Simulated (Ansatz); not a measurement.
Species: C₃H₈BrSi, net charge 0, doublet state. It need not be the lowest isomer of its formula. 
Geometry from a B3LYP-D3(BJ)/def2-TZVP (Ansatz, a program for electronic structure) optimisation:
```
Si
C 1 1.8344
H 2 1.0845 1 122.53
H 2 1.0845 3 114.65 1 -174.01
C 1 1.8647 2 111.70 3 156.90
H 5 1.0910 1 110.90 2 55.02
H 5 1.0911 6 108.08 1 -121.60
H 5 1.0929 6 108.32 7 -117.24
C 1 1.8647 2 111.70 3 29.57
H 9 1.0910 1 110.90 2 -55.02
H 9 1.0911 10 108.08 1 121.60
H 9 1.0929 10 108.32 11 117.24
Br 1 2.2750 2 106.66 3 -86.77
```
Charge 0, spin multiplicity 2.

Property: atomisation energy (electronic, to ground-state atoms), in eV. Correlated levels leave the core frozen unless marked. Open shells are spin-unrestricted. No spin-orbit coupling. Frozen are the shells of the preceding noble gas and the d and f shells that filled before the atom's block. No relativistic terms. The coupled-cluster limit lacks core correlation, which all-electron functionals hold. CBS marks a two-point X^-3 extrapolation of the correlation energy; Hartree-Fock from the larger set.

```tsv
level	program	atomisation energy (eV)
B3LYP-D4/def2-TZVPD	Ansatz + dftd4	49.23
PBE0-D4/def2-TZVP	Ansatz + dftd4	49.50
wB97M-V/def2-TZVPD	Ansatz	___
RPA@PBE/def2-TZVPP	Ansatz	___
RPA@PBE/def2-QZVPP	Ansatz	___
CCSD(T)/CBS(def2-TZVPP,def2-QZVPP)	Ansatz	49.26
```

**Question.** What belongs in the gaps?

**Answer.** 
- wB97M-V/def2-TZVPD, atomisation energy (eV): 49.29
- RPA@PBE/def2-TZVPP, atomisation energy (eV): 45.95
- RPA@PBE/def2-QZVPP, atomisation energy (eV): 46.55
